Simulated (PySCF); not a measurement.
# Radial density of Sb⁺ (antimony, charge +1)

HSE06, [Kr] 4d10 5s1 5p2 5d1, one real determinant (an excited configuration). Computed with PySCF 2.14 in aug-cc-pwCVTZ-PP with ECP28MDF, with a scalar-relativistic core potential. This is the valence pseudo-density: the core potential removes the inner electrons and smooths the orbitals near the nucleus.

```json
{"r (bohr)": "0.00430", "4πr²ρ (e/bohr)": "2.427e-05", "4πr²(ρα − ρβ)": "0.0000"}
{"r (bohr)": "0.00723", "4πr²ρ (e/bohr)": "6.364e-05", "4πr²(ρα − ρβ)": "0.0000"}
{"r (bohr)": "0.0122", "4πr²ρ (e/bohr)": "0.0001492", "4πr²(ρα − ρβ)": "0.0000"}
{"r (bohr)": "0.0204", "4πr²ρ (e/bohr)": "0.0002910", "4πr²(ρα − ρβ)": "0.0000"}
{"r (bohr)": "0.0344", "4πr²ρ (e/bohr)": "0.0004954", "4πr²(ρα − ρβ)": "0.0000"}
{"r (bohr)": "0.0578", "4πr²ρ (e/bohr)": "0.0008254", "4πr²(ρα − ρβ)": "0.0001"}
{"r (bohr)": "0.0973", "4πr²ρ (e/bohr)": "0.003304", "4πr²(ρα − ρβ)": "0.0001"}
{"r (bohr)": "0.164", "4πr²ρ (e/bohr)": "0.03458", "4πr²(ρα − ρβ)": "0.0005"}
{"r (bohr)": "0.275", "4πr²ρ (e/bohr)": "0.5495", "4πr²(ρα − ρβ)": "0.0098"}
{"r (bohr)": "0.463", "4πr²ρ (e/bohr)": "8.221", "4πr²(ρα − ρβ)": "0.1943"}
{"r (bohr)": "0.779", "4πr²ρ (e/bohr)": "24.68", "4πr²(ρα − ρβ)": "0.1869"}
{"r (bohr)": "1.31", "4πr²ρ (e/bohr)": "8.712", "4πr²(ρα − ρβ)": "0.5297"}
{"r (bohr)": "2.20", "4πr²ρ (e/bohr)": "2.188", "4πr²(ρα − ρβ)": "1.7458"}
{"r (bohr)": "3.71", "4πr²ρ (e/bohr)": "0.6274", "4πr²(ρα − ρβ)": "0.6250"}
{"r (bohr)": "6.23", "4πr²ρ (e/bohr)": "0.09527", "4πr²(ρα − ρβ)": "0.0953"}
{"r (bohr)": "10.5", "4πr²ρ (e/bohr)": "0.001177", "4πr²(ρα − ρβ)": "0.0012"}
```

⟨L²⟩ = 7.64 against 12 for a pure F term, so this real determinant mixes terms. Energies and moments cover only the electrons outside the core potential. The outer electron is Rydberg-like, and this basis confines it to a smaller radius and binds it less than a complete one would.
